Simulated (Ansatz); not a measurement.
Ansatz (a first-principles code) input (PBE0/6-31G*):

Ansatz 0.2 input:
```yaml
crystal:
  periodic: [false, false, false]
  atoms:
    - {symbol: C, position_ang: [-0.09466681, -0.02898391, -0.78450900]}
    - {symbol: O, position_ang: [-0.03409954, -0.01084220, 0.48128162]}
    - {symbol: H, position_ang: [0.84079711, 0.26064102, 0.85680100]}
basis:
  gaussian:
    orbitals: 6-31G*
hamiltonian:
  xc: {name: PBE0}
magnetization: {spin_polarized: true, initial_magnetization: 1}
```

Output:

```
Functional definition: PBE0
integrals: 0.00 GiB planned
302 factors; integrals over basis functions are off by at most 1.3e-3 eV
mean field: 0.08 GiB planned
mean field evaluation 1: about -3091.2554 eV, gradient 1.9e1 eV
mean field evaluation 2: about -3090.6906 eV, gradient 2.4e1 eV
mean field evaluation 4: about -3092.5521 eV, gradient 6.3e-1 eV
mean field evaluation 8: about -3092.5541 eV, gradient 1.3e-2 eV
mean field evaluation 16: about -3091.9649 eV, gradient 4.2e0 eV
mean field -3092.55414267 eV, -113.6492685345 hartree, gradient 3.8e-5 eV, S^2 0.753910; 1 other end points of the search recorded, 0 dependent functions left out
reference -3092.55415371 eV, -113.6492689402 hartree; 8, 7 occupied and 24, 25 virtual orbitals, 302 factors
Total energy: -3092.55415371 eV, -113.6492689402 hartree
```

It need not be the lowest isomer of its formula.
